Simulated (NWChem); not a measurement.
System: C2H4O3Si; SMILES C=C1O[SiH](O)O1

The following NWChem deck was run.

```
start job
memory heap 200 mb stack 900 mb global 1100 mb
geometry units angstroms noautosym nocenter noautoz
  C      0.311678     2.502081     0.000000
  C      0.046436     1.189115     0.000000
  O     -0.124779     0.355740     1.101910
  Si    -0.439030    -0.926150     0.000000
  O      0.585622    -2.216503     0.000000
  O     -0.124779     0.355740    -1.101910
  H      0.417386     3.032988     0.953011
  H      0.417386     3.032988    -0.953011
  H     -1.801302    -1.508894     0.000000
  H      1.540794    -2.021593     0.000000
end
basis spherical
  * library 6-31g*
end
dft
  xc xpbe96 cpbe96
  iterations 150
end
cosmo
  do_cosmo_smd true
  solvent dioxane
end
task dft energy
```

Structure relaxed at the PBE-D3(BJ)/def2-SVP level. Solvent: 1,4-dioxane.

Level: PBE/6-31G* with SMD (1 M gas to 1 M solution), gas-phase geometry. Reactions with the solvent are ignored.

**Question.** Predict the main results of this run. (PBE/6-31G* (spherical d), SMD on the gas-phase geometry.) Quantities: solvation free energy (kcal/mol); cavity-dispersion-structure term (kcal/mol); dipole in solution (D).

**Answer.** 
| Property | Value |
|---|---|
| solvation free energy (kcal/mol) | -3.7 |
| cavity-dispersion-structure term (kcal/mol) | -0.8 |
| dipole in solution (D) | 1.76 |
